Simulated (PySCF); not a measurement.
C2H6AlF (SMILES [CH3][Al]([CH3])[F]), singlet, geometry from GFN2-xTB (such geometries of metal compounds can be far from the true shape), with bond 3-2 at 1.6 times its length; B3LYP/STO-3G run with PySCF.

Here is a job for PySCF.
```python
from pyscf import gto, scf, dft

mol = gto.M(
    atom='''
Al   -0.01873622    0.01128456   -0.01949987
C     1.82868265   -0.13941676   -0.74158589
H     2.48219511   -1.75490460   -0.60731903
H     2.53495403    0.51967783   -0.23045799
H     1.84292245    0.13399660   -1.80155726
C    -0.74425394   -0.52313267    1.75297945
H    -1.55785866   -1.24709688    1.64474875
H    -1.17283915    0.33536843    2.27920618
H     0.00348516   -0.96852525    2.41114294
F    -1.12786591    0.68936370   -1.05114186
''',
    basis='sto-3g',
    verbose=4,
)

mf = dft.RKS(mol)
mf.xc = 'b3lyp'
mf.init_guess = 'sap'
mf.kernel()
```

Problem. Predict the main parts of the log of this PySCF run.

Solution. 
```
PySCF version 2.14.0

[INPUT] verbose = 4
[INPUT] num. atoms = 10
[INPUT] num. electrons = 40
[INPUT] charge = 0
[INPUT] spin (= nelec alpha-beta = 2S) = 0
[INPUT] symmetry False subgroup None
[INPUT] Mole.unit = angstrom
[INPUT] Symbol           X                Y                Z      unit          X                Y                Z       unit  Magmom
[INPUT]  1 Al    -0.018736220000   0.011284560000  -0.019499870000 AA   -0.035406324410   0.021324727836  -0.036849413765 Bohr   0.0
[INPUT]  2 C      1.828682650000  -0.139416760000  -0.741585890000 AA    3.455709377244  -0.263459493574  -1.401394229942 Bohr   0.0
[INPUT]  3 H      2.482195110000  -1.754904600000  -0.607319030000 AA    4.690668945635  -3.316289068739  -1.147666636937 Bohr   0.0
[INPUT]  4 H      2.534954030000   0.519677830000  -0.230457990000 AA    4.790368855062   0.982048771708  -0.435502484318 Bohr   0.0
[INPUT]  5 H      1.842922450000   0.133996600000  -1.801557260000 AA    3.482618699312   0.253216875623  -3.404449819122 Bohr   0.0
[INPUT]  6 C     -0.744253940000  -0.523132670000   1.752979450000 AA   -1.406436113728  -0.988577473112   3.312651062491 Bohr   0.0
[INPUT]  7 H     -1.557858660000  -1.247096880000   1.644748750000 AA   -2.943926208182  -2.356671554000   3.108124681221 Bohr   0.0
[INPUT]  8 H     -1.172839150000   0.335368430000   2.279206180000 AA   -2.216344781668   0.633754483525   4.307075461616 Bohr   0.0
[INPUT]  9 H      0.003485160000  -0.968525250000   2.411142940000 AA    0.006585997900  -1.830247467226   4.556399803779 Bohr   0.0
[INPUT] 10 F     -1.127865910000   0.689363700000  -1.051141860000 AA   -2.131357675133   1.302708593217  -1.986370233466 Bohr   0.0

nuclear repulsion = 149.629709804107
number of shells = 20
number of NR pGTOs = 90
number of NR cGTOs = 30
basis = sto-3g
ecp = {}

******** <class 'pyscf.dft.rks.RKS'> ********
method = RKS
initial guess = sap
damping factor = 0
level_shift factor = 0
DIIS = <class 'pyscf.scf.diis.CDIIS'>
diis_start_cycle = 1
diis_space = 8
diis_damp = 0
SCF conv_tol = 1e-09
SCF conv_tol_grad = None
SCF max_cycles = 50
direct_scf = True
direct_scf_tol = 1e-13
XC library pyscf.dft.libxc version 7.1.2
    S. Lehtola, C. Steigemann, M. J. T. Oliveira, and M. A. L. Marques,  SoftwareX 7, 1–5 (2018)
XC functionals = b3lyp
    P. J. Stephens, F. J. Devlin, C. F. Chabalowski, and M. J. Frisch,  J. Phys. Chem. 98, 11623 (1994)
radial grids:
    Treutler-Ahlrichs [JCP 102, 346 (1995); DOI:10.1063/1.469408] (M4) radial grids

becke partition: Becke, JCP 88, 2547 (1988); DOI:10.1063/1.454033
pruning grids: <function nwchem_prune>
grids dens level: 3
symmetrized grids: False
atomic radii adjust function: <function treutler_atomic_radii_adjust>
small_rho_cutoff = 0
Set gradient conv threshold to 3.16228e-05
Initial guess from superposition of atomic potentials (doi:10.1021/acs.jctc.8b01089)
This is the Gaussian fit version as described in doi:10.1063/5.0004046.
Found SAP basis sapgrasplarge
  HOMO = -0.560012834917465  LUMO = -0.358964438982934  gap/eV = 5.47081
tot grids = 120528
init E= -415.594978230654
  HOMO = 0.106386119411362  LUMO = 0.21055211424338  gap/eV = 2.83450
cycle= 1 E= -415.480867075406  delta_E= 0.114  |g|= 1.72  |ddm|= 4.68
  HOMO = -0.0337204885048742  LUMO = 0.0469069279449068  gap/eV = 2.19398
cycle= 2 E= -414.963404646359  delta_E= 0.517  |g|= 2.07  |ddm|= 5.16
  HOMO = -0.153502476520023  LUMO = 0.135434049252426  gap/eV = 7.86236
cycle= 3 E= -416.681761018654  delta_E= -1.72  |g|= 0.331  |ddm|= 3.28
  HOMO = -0.107949881027216  LUMO = 0.101817561392339  gap/eV = 5.70806
cycle= 4 E= -416.72473792507  delta_E= -0.043  |g|= 0.133  |ddm|= 0.78
  HOMO = -0.15141134510489  LUMO = 0.102124583028363  gap/eV = 6.89906
cycle= 5 E= -416.731216159733  delta_E= -0.00648  |g|= 0.0346  |ddm|= 0.223
  HOMO = -0.150037598034919  LUMO = 0.105282463343715  gap/eV = 6.94761
cycle= 6 E= -416.731609599356  delta_E= -0.000393  |g|= 0.00521  |ddm|= 0.0537
  HOMO = -0.14994231878193  LUMO = 0.10639115542199  gap/eV = 6.97519
cycle= 7 E= -416.731620657841  delta_E= -1.11e-05  |g|= 0.00206  |ddm|= 0.0118
  HOMO = -0.149907286665472  LUMO = 0.10617473710397  gap/eV = 6.96835
cycle= 8 E= -416.731622729374  delta_E= -2.07e-06  |g|= 0.000285  |ddm|= 0.00318
  HOMO = -0.149942890671557  LUMO = 0.106194358573498  gap/eV = 6.96985
cycle= 9 E= -416.731622756914  delta_E= -2.75e-08  |g|= 6.53e-05  |ddm|= 0.000386
  HOMO = -0.149925006319344  LUMO = 0.106191302251279  gap/eV = 6.96928
cycle= 10 E= -416.731622758885  delta_E= -1.97e-09  |g|= 3.73e-06  |ddm|= 0.000107
  HOMO = -0.149924819290999  LUMO = 0.1061908249131  gap/eV = 6.96926
cycle= 11 E= -416.73162275889  delta_E= -4.77e-12  |g|= 7.17e-07  |ddm|= 5.63e-06
  HOMO = -0.149924333721122  LUMO = 0.106190842167315  gap/eV = 6.96925
Extra cycle  E= -416.73162275889  delta_E= -4.55e-13  |g|= 8.71e-07  |ddm|= 2.62e-06
converged SCF energy = -416.73162275889
```
